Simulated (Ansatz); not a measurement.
Born–Oppenheimer molecular dynamics of C$_{2}$H$_{6}$LiN (10 atoms, charge 0, multiplicity 1). It starts at the highest image of a converged band, a first-order saddle point between two minima.

The calculation used Ansatz 0.2.0, RKS BLYP-D4/def2-SVP.

```json
{"ensemble": "NVE (velocity Verlet)", "time step": "0.5 fs", "steps asked": "200", "starting velocities drawn for": "300 K", "seed": "8107"}
```

Frames 2.5 fs apart, positions in Å, forces in eV/Å.

Velocities at 60.0 fs (Å/ps):

```
Li 0.94 4.10 -14.13
N -1.99 -5.03 11.11
C 3.62 1.91 -7.64
C -3.08 -10.82 7.57
H -5.93 2.41 7.72
H -13.32 21.77 14.51
H -32.99 26.32 1.99
H 17.49 21.50 -24.24
H 45.99 95.09 -50.98
H 3.45 -19.28 -5.13
```

```xyz
10
Properties=species:S:1:pos:R:3:forces:R:3 time_fs=60.0 energy_less_start_eV=-0.993 T=1261
Li -1.819 -1.353 -0.564 0.34 0.41 0.24
N -0.524 -0.173 -0.159 -0.41 -1.00 -1.17
C 0.190 0.995 -0.749 -0.14 -1.19 0.50
C 0.178 -0.834 0.913 -1.45 2.17 3.08
H -0.401 1.436 -1.606 0.22 -0.28 0.54
H 0.337 1.801 0.041 0.24 -0.20 -0.46
H 1.206 0.673 -1.185 -0.50 0.54 0.42
H -0.659 -1.747 1.758 1.99 1.53 -2.62
H 0.161 0.023 1.830 0.99 -1.86 -1.20
H 1.274 -1.179 0.677 -1.27 -0.13 0.67
10
Properties=species:S:1:pos:R:3:forces:R:3 time_fs=62.5 energy_less_start_eV=-1.445 T=1697
Li -1.815 -1.341 -0.598 0.21 0.42 0.12
N -0.530 -0.187 -0.134 -0.37 -0.53 -2.33
C 0.197 0.998 -0.764 -2.85 -0.29 3.15
C 0.168 -0.855 0.940 -0.35 3.05 2.20
H -0.412 1.436 -1.576 -0.23 -0.06 -0.05
H 0.311 1.841 0.055 0.24 -0.89 -0.98
H 1.133 0.745 -1.177 2.13 -0.43 -0.62
H -0.554 -1.645 1.623 1.84 1.56 -1.81
H 0.301 0.194 1.674 0.51 -2.73 -0.30
H 1.243 -1.230 0.685 -1.13 -0.09 0.61
10
Properties=species:S:1:pos:R:3:forces:R:3 time_fs=65.0 energy_less_start_eV=-1.060 T=1324
Li -1.810 -1.326 -0.631 -0.02 0.36 -0.04
N -0.537 -0.204 -0.119 -0.26 0.13 -2.90
C 0.191 0.998 -0.766 -1.90 -1.16 2.64
C 0.158 -0.858 0.974 6.51 10.35 -4.42
H -0.437 1.431 -1.547 -0.41 0.04 -0.46
H 0.299 1.832 0.017 0.26 -0.49 -0.35
H 1.165 0.799 -1.197 1.00 -0.36 -0.24
H -0.375 -1.486 1.413 -5.31 -5.94 4.94
H 0.471 0.207 1.502 -0.21 -2.53 0.96
H 1.151 -1.288 0.727 0.35 -0.41 -0.13
10
Properties=species:S:1:pos:R:3:forces:R:3 time_fs=67.5 energy_less_start_eV=-1.661 T=1891
Li -1.804 -1.307 -0.665 -0.19 0.20 -0.07
N -0.546 -0.220 -0.117 0.38 0.84 -2.55
C 0.175 0.993 -0.754 -0.19 -2.27 -0.13
C 0.173 -0.817 0.993 0.69 1.60 -2.22
H -0.482 1.426 -1.542 0.13 -0.23 -0.08
H 0.302 1.798 -0.038 0.28 0.72 0.95
H 1.253 0.830 -1.230 -1.47 -0.13 0.62
H -0.432 -1.593 1.424 -0.88 -0.24 1.72
H 0.633 0.082 1.390 0.05 0.36 2.60
H 1.078 -1.373 0.759 1.19 -0.85 -0.83
10
Properties=species:S:1:pos:R:3:forces:R:3 time_fs=70.0 energy_less_start_eV=-1.106 T=1372
Li -1.801 -1.287 -0.699 -0.34 -0.05 -0.03
N -0.552 -0.233 -0.125 1.58 1.27 -0.84
C 0.158 0.977 -0.743 -0.03 -1.41 -0.83
C 0.196 -0.764 0.996 -1.55 -4.62 -1.94
H -0.520 1.408 -1.542 0.54 -0.33 0.29
H 0.322 1.800 -0.044 0.02 0.50 0.85
H 1.263 0.852 -1.230 -1.84 -0.32 0.66
H -0.584 -1.767 1.569 1.70 2.88 -0.39
H 0.802 -0.026 1.427 0.46 1.86 2.58
H 1.060 -1.498 0.749 -0.53 0.22 -0.34
10
Properties=species:S:1:pos:R:3:forces:R:3 time_fs=72.5 energy_less_start_eV=-0.848 T=1120
Li -1.800 -1.266 -0.734 -0.41 -0.17 0.02
N -0.552 -0.240 -0.137 2.22 1.44 0.60
C 0.141 0.954 -0.735 -0.60 0.43 0.55
C 0.213 -0.733 0.992 0.83 -4.01 0.06
H -0.529 1.373 -1.528 0.27 -0.02 0.08
H 0.340 1.827 -0.004 -0.46 -0.74 -0.22
H 1.172 0.854 -1.194 -0.34 -0.65 0.02
H -0.642 -1.778 1.695 1.75 2.81 -0.92
H 0.980 -0.044 1.601 -2.11 -0.52 -0.36
H 1.019 -1.611 0.718 -1.14 1.43 0.17
10
Properties=species:S:1:pos:R:3:forces:R:3 time_fs=75.0 energy_less_start_eV=-0.869 T=1144
Li -1.803 -1.248 -0.768 -0.34 -0.09 0.04
N -0.543 -0.241 -0.146 1.71 1.11 1.23
C 0.120 0.933 -0.724 -1.98 1.23 1.83
C 0.233 -0.721 0.987 0.48 -3.94 1.73
H -0.525 1.338 -1.511 -0.30 0.42 -0.42
H 0.334 1.815 0.026 -0.57 -0.94 -0.57
H 1.069 0.817 -1.159 2.28 -0.84 -1.05
H -0.596 -1.624 1.767 1.60 2.43 -1.19
H 1.044 -0.081 1.762 -2.56 -0.79 -1.86
H 0.916 -1.644 0.696 -0.32 1.42 0.26
10
Properties=species:S:1:pos:R:3:forces:R:3 time_fs=77.5 energy_less_start_eV=-1.846 T=2079
Li -1.808 -1.230 -0.802 -0.13 0.10 0.06
N -0.526 -0.237 -0.151 0.30 0.22 1.36
C 0.091 0.918 -0.705 0.11 0.68 -0.24
C 0.255 -0.728 0.991 -1.40 -1.48 2.91
H -0.534 1.325 -1.516 -0.23 0.37 -0.29
H 0.295 1.752 0.027 -0.20 -0.03 -0.05
H 1.076 0.735 -1.177 0.68 -0.13 -0.24
H -0.456 -1.326 1.767 0.68 1.16 -1.00
H 0.962 -0.161 1.817 -1.41 -0.10 -2.17
H 0.800 -1.603 0.685 1.62 -0.79 -0.35
10
Properties=species:S:1:pos:R:3:forces:R:3 time_fs=80.0 energy_less_start_eV=-1.018 T=1289
Li -1.815 -1.211 -0.836 0.08 0.21 0.13
N -0.509 -0.233 -0.149 -0.93 -0.99 1.49
C 0.062 0.905 -0.688 1.72 -0.06 -2.92
C 0.272 -0.743 1.006 0.71 0.81 -5.03
H -0.556 1.332 -1.535 0.22 -0.02 0.33
H 0.246 1.689 0.028 0.36 1.24 0.75
H 1.126 0.646 -1.209 -1.05 0.79 0.63
H -0.308 -0.982 1.742 -5.30 -3.03 4.52
H 0.810 -0.236 1.756 2.55 2.69 0.13
H 0.771 -1.604 0.657 1.64 -1.65 -0.03
10
Properties=species:S:1:pos:R:3:forces:R:3 time_fs=82.5 energy_less_start_eV=-1.195 T=1449
Li -1.821 -1.190 -0.868 0.20 0.26 0.23
N -0.495 -0.233 -0.142 -1.58 -2.21 1.43
C 0.042 0.894 -0.684 2.54 1.00 -2.53
C 0.287 -0.756 1.002 -2.72 -1.60 -1.27
H -0.566 1.339 -1.537 0.23 -0.19 0.46
H 0.215 1.691 0.064 0.37 0.68 0.02
H 1.121 0.601 -1.208 -1.18 1.18 0.69
H -0.399 -0.777 1.903 -0.87 -2.16 -0.45
H 0.795 -0.161 1.693 3.15 2.58 0.08
H 0.831 -1.688 0.634 -0.14 0.47 1.33
10
Properties=species:S:1:pos:R:3:forces:R:3 time_fs=85.0 energy_less_start_eV=-1.002 T=1269
Li -1.826 -1.168 -0.899 0.21 0.24 0.26
N -0.488 -0.243 -0.128 -1.50 -2.90 1.14
C 0.034 0.887 -0.693 2.34 2.04 -0.37
C 0.293 -0.775 0.991 -1.39 1.89 2.54
H -0.566 1.337 -1.515 -0.25 -0.02 -0.03
H 0.206 1.731 0.102 0.10 -0.40 -0.90
H 1.050 0.624 -1.167 -0.15 0.95 0.14
H -0.565 -0.707 2.071 1.87 -1.62 -2.19
H 0.948 0.046 1.626 -0.36 -1.46 -1.97
H 0.888 -1.750 0.682 -0.86 1.27 1.39
10
Properties=species:S:1:pos:R:3:forces:R:3 time_fs=87.5 energy_less_start_eV=-0.786 T=1063
Li -1.829 -1.143 -0.927 0.21 0.21 0.28
N -0.487 -0.264 -0.109 -0.93 -2.30 0.25
C 0.036 0.891 -0.702 -0.38 1.99 1.76
C 0.290 -0.785 0.991 -0.83 3.55 2.71
H -0.579 1.335 -1.494 -0.56 0.10 -0.41
H 0.202 1.751 0.090 -0.09 -0.64 -0.85
H 0.981 0.700 -1.123 2.37 0.06 -1.10
H -0.625 -0.734 2.112 2.50 -1.06 -2.17
H 1.092 0.182 1.456 -1.58 -2.61 -1.16
H 0.897 -1.743 0.811 -0.70 0.71 0.70
```

Of the whole run (100 fs, mean temperature of the second half 1456 K): The conserved energy stayed within 1.7 meV per atom of its start (net change 0.27 meV per atom), so the integration is sound. The system heated up, since it started high on the potential surface and ran downhill. A run of 0.1 ps of so small a system gives no equilibrium averages. The orbitals stay closed-shell, which can raise the energy where a bond breaks towards radicals; this wasn't checked here.

Time of the run: 5.3 min on 2 threads of Arm Neoverse V1 (shared host), peak memory 0.12 GiB.
